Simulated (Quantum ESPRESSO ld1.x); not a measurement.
Values are calculated unless marked as measured or tabulated.
Question: All-electron atom: Pm3+ in [Xe] 4f4. Level of theory: Dirac Kohn-Sham, BLYP, spin-unpolarised, spherical densities, point nucleus; open shells are shared between the two j in proportion to 2j + 1 (ld1.x of Quantum ESPRESSO 7.5). Some entries of the table are withheld. Estimate them.

| orbital | occ. | eigenvalue (eV) | <r^2> (bohr^2) |
|---|---|---|---|
| 1s1/2 | 2 | -45017.158 | 0.0007315 |
| 2s1/2 | 2 | -7341.760 | 0.01150 |
| 2p1/2 | 2 | -6954.057 | 0.008389 |
| 2p3/2 | 4 | -6393.631 | 0.009636 |
| 3s1/2 | 2 | -1625.584 | 0.07748 |
| 3p1/2 | 2 | -1459.432 | 0.07257 |
| 3p3/2 | 4 | -1346.779 | 0.07985 |
| 3d3/2 | 4 | -1058.016 | 0.06450 |
| 3d5/2 | 6 | -1033.607 | 0.06655 |
| 4s1/2 | 2 | -347.848 | 0.3956 |
| 4p1/2 | 2 | -284.600 | 0.4191 |
| 4p3/2 | 4 | -259.856 | 0.4590 |
| 4d3/2 | 4 | -155.779 | (1) |
| 4d5/2 | 6 | -151.360 | (2) |
| 5s1/2 | 2 | -68.998 | 2.217 |
| 5p1/2 | 2 | (3) | 2.754 |
| 5p3/2 | 4 | (4) | 3.041 |
| 4f5/2 | 1.71429 | (5) | 1.121 |
| 4f7/2 | 2.28571 | (6) | 1.146 |
| 5d3/2 | 0 | -24.478 | 5.777 |
| 5d5/2 | 0 | -24.108 | 5.943 |
| 6s1/2 | 0 | (7) | 11.65 |
| 6p1/2 | 0 | -17.508 | 15.08 |
| 6p3/2 | 0 | -16.805 | 16.16 |
| 5f5/2 | 0 | -9.563 | 23.73 |
| 5f7/2 | 0 | -9.542 | 23.85 |

Answer: 
(1) 4d3/2 <r^2> (bohr^2): 0.5352
(2) 4d5/2 <r^2> (bohr^2): 0.5509
(3) 5p1/2 eigenvalue (eV): -51.370
(4) 5p3/2 eigenvalue (eV): -47.709
(5) 4f5/2 eigenvalue (eV): -31.745
(6) 4f7/2 eigenvalue (eV): -31.215
(7) 6s1/2 eigenvalue (eV): -21.970
